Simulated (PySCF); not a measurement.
C₂H₅BF₂O, SMILES FCB(F)OC. Heavy atoms are numbered as in [CH3:1][O:2][B:3]([F:4])[CH2:5][F:6]. Hydrogens are named by the atom that carries them.

Geometry: PBE0-D3(BJ)/def2-SVP. The structure was generated by enumeration, and PubChem lists no compound with its InChIKey, so it may never have been made. One conformer was computed; it need not be the lowest.

All values below come from PBE/pcSseg-1 (PySCF).

GIAO shieldings, no solvent; atoms alike by connectivity are averaged. δ = σ(ref) − σ: ¹³C against TMS (σ = 182.0 ppm); ¹⁷O against H2O (σ = 334.3 ppm); ¹¹B against BF3 (σ = 83.9 ppm); ¹⁹F against CFCl3 (σ = 133.6 ppm); ¹H against TMS (σ = 31.49 ppm), references at their B3LYP-D3(BJ)/def2-TZVP geometries, non-relativistic.

```tsv
atoms	nucleus	count	δ (ppm)
C5 (CH2)	¹³C	1	76.5
C1 (CH3)	¹³C	1	54.2
O2	¹⁷O	1	119.6
B3	¹¹B	1	?
F4	¹⁹F	1	-114.4
F6	¹⁹F	1	?
H on C5	¹H	2	?
H on C1	¹H	3	?
```

Problem. Fill in the missing entries. (An estimate is asked for; the answer gives what the named calculation found.)

Solution. 
- H on C1, δ (ppm): 4.19
- F6, δ (ppm): -331.0
- B3, δ (ppm): 16.0
- H on C5, δ (ppm): 4.75
